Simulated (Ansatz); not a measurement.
Molecule: sum formula H4BN2O, net charge -1, singlet state. It need not be the lowest isomer of its formula. Whether it binds its extra electron was not tested at this geometry. 
Coordinates optimised at B3LYP-D3(BJ)/def2-TZVP (Ansatz, a quantum-chemistry and plane-wave program):
```
B
O 1 1.2954
N 1 1.5113 2 124.74
H 3 1.0110 1 111.33 2 17.94
H 3 1.0130 4 109.26 1 -129.01
N 1 1.5113 2 124.74 3 180.00
H 6 1.0110 1 111.33 2 17.94
H 6 1.0130 7 109.26 1 -129.01
```
Charge -1, spin multiplicity 1.

Total electronic energies in hartree. Valence correlation only, unless marked. No spin-orbit coupling. Non-relativistic. Basis-set limits of correlation are two-point, X^-3; Hartree-Fock from the larger set.

```json
[
 {"level": "RI-HF/cc-pVQZ", "program": "Ansatz", "energy (Eh)": "-210.98241"},
 {"level": "PBE0/def2-TZVPD", "program": "Ansatz", "energy (Eh)": "-211.97096"},
 {"level": "PBE0/def2-QZVPP", "program": "Ansatz", "energy (Eh)": "?"},
 {"level": "HSE06-D3(BJ)/def2-TZVPD", "program": "Ansatz + dftd3", "energy (Eh)": "-211.96272"},
 {"level": "HSE06-D4/def2-TZVPD", "program": "Ansatz + dftd4", "energy (Eh)": "-211.96383"},
 {"level": "wB97M-V/def2-TZVPD", "program": "Ansatz", "energy (Eh)": "-212.14314"},
 {"level": "CCSD/aug-cc-pVTZ", "program": "Ansatz", "energy (Eh)": "-211.78981"},
 {"level": "CCSD(T)/6-31G", "program": "Ansatz", "energy (Eh)": "-211.21234"},
 {"level": "CCSD(T)/CBS(aug-cc-pVTZ,aug-cc-pVQZ)", "program": "Ansatz", "energy (Eh)": "-211.9126"}
]
```

Task: Complete the blanks.

Result: 
- PBE0/def2-QZVPP, energy (Eh): -211.98355
